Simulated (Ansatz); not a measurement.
Ag4H4⁺, relaxed as a doublet with UKS r2SCAN-D4/def2-SVP in Ansatz, starting from the GFN2-xTB geometry. Force threshold 0.02 eV/Å.

In the def2 sets Ag takes a core potential; there is no spin–orbit coupling. The structure comes from a short search, and lower isomers may exist.

Start:

Cartesian coordinates in Å:
```
Ag 0.8929 -0.1969 -0.2633
Ag 3.3301 -0.5749 -1.3911
Ag -4.4200 1.1917 1.1895
Ag -1.6545 0.1551 0.8549
H -0.1852 -0.7283 1.0146
H 1.5202 0.6231 -1.5077
H -3.0045 1.2146 0.4364
H 3.5212 -1.6845 -0.3331
```

```json
{"step": "1", "energy (eV)": "-16059.0135", "largest force component (eV/Å)": "1.411", "SCF passes": "20"}
{"step": "2", "energy (eV)": "-16059.3137", "largest force component (eV/Å)": "0.635", "SCF passes": "28"}
{"step": "3", "energy (eV)": "-16059.4025", "largest force component (eV/Å)": "0.580", "SCF passes": "25"}
{"step": "4", "energy (eV)": "-16059.4551", "largest force component (eV/Å)": "0.152", "SCF passes": "22"}
{"step": "5", "energy (eV)": "-16059.4920", "largest force component (eV/Å)": "0.125", "SCF passes": "22"}
{"step": "6", "energy (eV)": "-16059.5347", "largest force component (eV/Å)": "0.126", "SCF passes": "22"}
{"step": "7", "energy (eV)": "-16059.5584", "largest force component (eV/Å)": "0.100", "SCF passes": "22"}
{"step": "8", "energy (eV)": "-16059.5604", "largest force component (eV/Å)": "0.066", "SCF passes": "22"}
{"step": "9", "energy (eV)": "-16059.5627", "largest force component (eV/Å)": "0.027", "SCF passes": "21"}
{"step": "10", "energy (eV)": "-16059.5634", "largest force component (eV/Å)": "0.031", "SCF passes": "21"}
{"step": "11 (rejected)", "energy (eV)": "-16059.5624", "largest force component (eV/Å)": "0.059", "SCF passes": "21"}
{"step": "12", "energy (eV)": "-16059.5637", "largest force component (eV/Å)": "0.006", "SCF passes": "22"}
```

Force components are those of the run's own axes.

End:

Cartesian coordinates in Å:
```
Ag 0.991 -0.240 -0.310
Ag 3.404 -0.580 -1.380
Ag -4.155 0.792 1.494
Ag -1.583 0.290 0.637
H -0.170 -0.708 0.888
H 1.968 0.469 -1.657
H -2.984 1.312 0.378
H 2.530 -1.334 -0.050
```

Bonds formed: Ag1–H8 (atoms count from 1). The end is the same structure that another start reached.

No frequencies were taken in this run, so the end may be a saddle point.

It took 98 s on 4 threads of Intel Xeon on a shared host.
